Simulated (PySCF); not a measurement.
Compound: C3H13NSi2.
Geometry (GFN2-xTB, Å), atoms numbered from 1 in this order:
```xyz
19
C3H13NSi2 angstrom
C     -2.803   -0.733    0.070
C     -1.687    0.062   -0.596
C     -0.623    0.499    0.412
N      0.448    1.218   -0.230
Si     2.109    1.100    0.198
Si     2.658   -1.136    0.288
H     -3.547   -1.034   -0.664
H     -2.402   -1.627    0.542
H     -3.295   -0.134    0.833
H     -2.105    0.949   -1.080
H     -1.209   -0.544   -1.368
H     -0.196   -0.385    0.893
H     -1.097    1.107    1.198
H      0.118    2.070   -0.657
H      2.763    1.870   -0.866
H      2.443    1.799    1.461
H      4.097   -1.345    0.097
H      1.990   -1.963   -0.723
H      2.329   -1.764    1.575
```

Theory: PBE0/def2-SVPD in PySCF (dipole) on a GFN2-xTB geometry, gas phase.

Masses are those of the commonest isotopes; rigid-rotor values at the optimised geometry. The values belong to one conformer with, in the numbering `[CH3:1][CH2:2][CH2:3][NH:4][SiH2:5][SiH3:6]`, C1–C2–C3–N4 178°, C2–C3–N4–Si5 -143°, C3–N4–Si5–Si6 50°.

Q: Give the principal moments of inertia and the rotational constants in GHz.

A: Ia = 145.05, Ib = 505.61, Ic = 612.01 u·Å²; 505379 MHz·u·Å²/I gives 3484, 999.6 and 825.8 MHz, that is A = 3.4843, B = 0.9996, C = 0.8258 GHz.

Q: Classify the top.

A: An asymmetric top: κ = (2 × 999.6 − 3484 − 825.8)/(3484 − 825.8) = -0.87.

Q: Is it planar, by Δ = Ic − Ia − Ib?

A: Not planar: Δ = Ic − Ia − Ib = -38.65 u·Å². For a rigid frame Δ = −2 Σ m c², so Σ m c² = 19.32 u·Å² lies off the ab plane: 12.57 from hydrogen and 6.75 from heavier atoms. The atom farthest from that plane is 1.36 Å away.

Q: List the rotational levels J(Ka,Kc) to J = 4 (K).

A: Above 0(0,0), as E/k:
J = 1: 1(0,1) 0.088, 1(1,1) 0.207, 1(1,0) 0.215
J = 2: 2(0,2) 0.262, 2(1,2) 0.374, 2(1,1) 0.399, 2(2,1) 0.756, 2(2,0) 0.757
J = 3: 3(0,3) 0.524, 3(1,3) 0.624, 3(1,2) 0.674, 3(2,2) 1.019, 3(2,1) 1.021, 3(3,1) 1.637, 3(3,0) 1.637
J = 4: 4(0,4) 0.870, 4(1,4) 0.957, 4(1,3) 1.040, 4(2,3) 1.369, 4(2,2) 1.376, 4(3,2) 1.988, 4(3,1) 1.988, 4(4,1) 2.851, 4(4,0) 2.851

Q: Which types of transition are allowed, and where do some lines up to J = 4 fall?

A: The dipole components are |μa| = 1.18 D, |μb| = 0.56 D, |μc| = 0.06 D. Intensities carry the squares of the components, which stand as 1.00 : 0.22 : 0.00 (a : b : c). Some lines, for components of 0.1 D or more:

| type | branch | J(Ka,Kc) | MHz | lower level (cm⁻¹) |
| --- | --- | --- | --- | --- |
| a | R | 1(0,1) ← 0(0,0) | 1825 | 0.000 |
| b | Q | 2(1,1) ← 2(0,2) | 2841 | 0.182 |
| a | R | 3(2,1) ← 2(2,0) | 5511 | 0.526 |
| b | Q | 4(2,3) ← 4(1,4) | 8599 | 0.665 |
| b | R | 4(1,4) ← 3(0,3) | 9026 | 0.364 |
| b | R | 2(2,0) ← 1(1,1) | 11461 | 0.144 |
| b | Q | 3(3,0) ← 3(2,1) | 12820 | 0.710 |
| b | Q | 4(4,0) ← 4(3,1) | 17984 | 1.382 |
| b | R | 3(3,0) ← 2(2,1) | 18340 | 0.526 |
| b | R | 4(4,1) ← 3(3,0) | 25304 | 1.138 |

Q: Estimate the classical rotational partition function at 200 K, 298.15 K and 500 K.

A: Point group C1, symmetry number σ = 1; q = (√π/σ)·√((kT/h)³/(ABC)), k/h = 20836.6 MHz/K: 281000 at 200 K, 512000 at 298.15 K, 1110000 at 500 K.

No frequency check. These are rigid-rotor constants of the computed structure; measured ground-state constants (B0) also hold zero-point vibration. A rigid rotor knows nothing of inversion at nitrogen or internal rotation, which can split or shift real lines. Quadrupole hyperfine structure (14N) is left out.
